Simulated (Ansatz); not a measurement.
Consider the ligand exchange at a Zn–S bond: `C[S][ZnH]` + `[OH][GeH3]` → `[ZnH][O][GeH3]` + CH₃SH.

Calculated with Ansatz (gas phase, PBE0-D4/def2-TZVP geometries, no zero-point term in ΔE). CBS: MP2 limit from def2 TZ/QZ plus the TZ coupled-cluster correction, frozen cores. This one scheme is used for every species. DFT in def2-TZVPP. For Ge, Zn outer-core shells are correlated without core-valence functions, which leaves a few kJ/mol of doubt a bond. Scalar relativity is left out up to krypton.

```tsv
level	ΔE (kJ/mol)
PBE0-D4	29.8
r2SCANh	24.2
```

Problem. What does CCSD(T)/CBS give? (Estimate.)

Solution. Ansatz gave: +20.6 kJ/mol. The listed levels differ from it by 9.2, 3.6 kJ/mol.

Largest T1 diagnostic among the species: 0.016.

In def2-TZVPP, CCSD(T) changes the Hartree–Fock value by −5.2 kJ/mol (the triples alone add +0.1 kJ/mol) and MP2 by −5.1 kJ/mol. From r2SCAN to r2SCAN0 (25 % exact exchange), in def2-TZVPP and without D4, ΔE moves by +3.1 kJ/mol. At CCSD(T), def2-SVP lies −22.8 kJ/mol from the extrapolated value and def2-TZVPP −5.4 kJ/mol.
